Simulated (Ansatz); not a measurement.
Geometry optimisation, UKS BLYP/STO-3G in Ansatz.

input.yaml

```yaml
crystal:
  periodic: [false, false, false]
  atoms:
    - { symbol: "N", position_ang: [0.0293, -2.1941, -0.1704] }
    - { symbol: B, position_ang: [0.1715, -0.6668, 0.0691] }
    - { symbol: "N", position_ang: [0.0028, 0.5886, 1.0066] }
    - { symbol: C, position_ang: [0.0852, 0.8222, -0.3883] }
    - { symbol: F, position_ang: [-1.2241, 1.194, -0.888] }
    - { symbol: S, position_ang: [1.4995, 1.6704, -0.9893] }
    - { symbol: H, position_ang: [-1.0201, -2.3273, -0.1355] }
    - { symbol: H, position_ang: [0.4505, -2.6333, 0.6197] }
    - { symbol: H, position_ang: [-0.941, 0.5812, 1.4247] }
    - { symbol: H, position_ang: [1.0297, 2.9141, -0.5458] }
magnetization:
  spin_polarized: true
basis:
  gaussian: { orbitals: STO-3G }
hamiltonian:
  xc: blyp
relax:
  f_tol: 0.02
  max_steps: 40
output:
  orbitals: {}
```

Command:

```bash
$ ansatz run input.yaml --threads 1 --pin off --max-ram 2048MiB --backend cpu --events-out ev --progress --plain --runs-dir out
```

Problem. Where does it end, and by what steps?

Solution. The forces met the threshold. Limits of this set-up: minimal basis. After 19 steps the energy has fallen by 2.425 eV; H7 moved furthest, 1.21 Å.

| step | energy less start (eV) | largest force component (eV/Å) | accepted |
| --- | --- | --- | --- |
| 0 | 0.0000 | 4.744 | yes |
| 1 | -1.2470 | 2.121 | yes |
| 2 | -1.6395 | 1.764 | yes |
| 3 | -1.8797 | 1.770 | yes |
| 4 | -2.0984 | 1.376 | yes |
| 5 | -2.2584 | 1.103 | yes |
| 6 | -2.3523 | 0.663 | yes |
| 7 | -2.3791 | 0.323 | yes |
| 8 | -2.3785 | 0.573 | no |
| 9 | -2.3967 | 0.715 | yes |
| 10 | -2.4135 | 0.452 | yes |
| 11 | -2.4167 | 0.447 | yes |
| 12 | -2.4227 | 0.118 | yes |
| 13 | -2.4235 | 0.040 | yes |
| 14 | -2.4236 | 0.122 | yes |
| 15 | -2.4240 | 0.065 | yes |
| 16 | -2.4243 | 0.042 | yes |
| 17 | -2.4244 | 0.051 | yes |
| 18 | -2.4246 | 0.042 | yes |
| 19 | -2.4246 | 0.010 | yes |

```xyz
10
Properties=species:S:1:pos:R:3
N -0.152 -2.060 0.048
B -0.027 -0.670 0.164
N 0.055 0.411 1.069
C -0.048 0.791 -0.432
F -1.290 1.348 -0.829
S 1.390 1.690 -1.192
H -0.087 -2.572 -0.863
H -0.270 -2.710 0.862
H -0.490 0.796 1.893
H 1.003 2.925 -0.717
```

The run took 32 s on 1 thread of AMD EPYC 9R45 96-Core Processor (Zen 5) (shared host), peak memory 0.21 GiB.
